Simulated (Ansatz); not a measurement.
`C#C[SiH](C)Cl`. Total charge 0; spin multiplicity 1.

Cartesian coordinates in Å:
```
C 2.1829 -0.3846 1.3949
C 1.0577 -0.1573 1.0254
Si -0.6277 0.2054 0.4386
C -0.7004 0.1615 -1.4119
Cl -1.9002 -1.2139 1.2132
H 3.1755 -0.5884 1.7265
H -1.0490 1.5146 0.9859
H -1.7148 0.3678 -1.7596
H -0.3968 -0.8193 -1.7829
H -0.0272 0.9142 -1.8300
```

Give the diagnostics of a CCSD(T)/def2-TZVPP run (frozen core, the Gaussian-basis code of Ansatz). (An estimate is asked.)

Computed: T1 = 0.0108, largest single amplitude 0.011, largest double 0.048, (T) share of the correlation energy 4.4 %, 9 CCSD cycles. The RHF solution is stable towards an unrestricted one. T1 lies under the customary mark of 0.02 for closed shells.
